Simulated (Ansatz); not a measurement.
`O[SiH2]C(O)[SiH3]`, relaxed with RKS PBE-D4/def2-SVP in Ansatz 0.2.0 from a rough embedded geometry. The force threshold is 0.03 eV/Å; the program also tests the step.

Total charge 0; spin multiplicity 1.

Start:

```xyz
13

O    -1.599   -1.952    0.906
Si   -0.988   -0.469    0.952
C     0.071   -0.188   -0.568
O     1.052   -1.239   -0.971
Si    0.827    1.531   -0.254
H    -0.996   -2.715    0.660
H    -0.170   -0.346    2.167
H    -2.081    0.490    0.970
H    -0.630   -0.102   -1.487
H     1.461   -0.990   -1.745
H     1.674    1.545    0.923
H    -0.245    2.571   -0.153
H     1.625    1.864   -1.403
```

```json
{"step": "1", "energy (eV)": "-20993.4005", "largest force (eV/Å)": "5.142", "largest move (Å)": "0.000"}
{"step": "2", "energy (eV)": "-20993.9887", "largest force (eV/Å)": "1.423", "largest move (Å)": "0.200"}
{"step": "3", "energy (eV)": "-20994.0629", "largest force (eV/Å)": "0.533", "largest move (Å)": "0.071"}
{"step": "4 (rejected)", "energy (eV)": "-20994.0562", "largest force (eV/Å)": "0.564", "largest move (Å)": "0.092"}
{"step": "5", "energy (eV)": "-20994.0841", "largest force (eV/Å)": "0.075", "largest move (Å)": "0.045"}
{"step": "6", "energy (eV)": "-20994.0905", "largest force (eV/Å)": "0.123", "largest move (Å)": "0.100"}
{"step": "7", "energy (eV)": "-20994.0960", "largest force (eV/Å)": "0.247", "largest move (Å)": "0.109"}
{"step": "8", "energy (eV)": "-20994.1008", "largest force (eV/Å)": "0.243", "largest move (Å)": "0.087"}
{"step": "9", "energy (eV)": "-20994.1047", "largest force (eV/Å)": "0.257", "largest move (Å)": "0.117"}
{"step": "10", "energy (eV)": "-20994.1092", "largest force (eV/Å)": "0.178", "largest move (Å)": "0.046"}
{"step": "11", "energy (eV)": "-20994.1120", "largest force (eV/Å)": "0.106", "largest move (Å)": "0.054"}
{"step": "12", "energy (eV)": "-20994.1141", "largest force (eV/Å)": "0.063", "largest move (Å)": "0.073"}
{"step": "13", "energy (eV)": "-20994.1156", "largest force (eV/Å)": "0.083", "largest move (Å)": "0.055"}
{"step": "14", "energy (eV)": "-20994.1163", "largest force (eV/Å)": "0.063", "largest move (Å)": "0.025"}
{"step": "15", "energy (eV)": "-20994.1168", "largest force (eV/Å)": "0.023", "largest move (Å)": "0.037"}
```

End:

```xyz
13

O    -1.305   -2.199    0.865
Si   -1.099   -0.539    1.032
C    -0.086   -0.039   -0.518
O     0.777   -1.189   -0.717
Si    0.943    1.559   -0.358
H    -0.579   -2.513    0.284
H    -0.342   -0.172    2.283
H    -2.433    0.151    1.048
H    -0.817    0.074   -1.358
H     1.244   -1.083   -1.568
H     1.852    1.479    0.835
H     0.048    2.764   -0.233
H     1.796    1.708   -1.594
```

Hardware: 4 threads of an Arm Neoverse V1 on a shared host. Wall time 22 s, peak host memory 0.17 GiB.
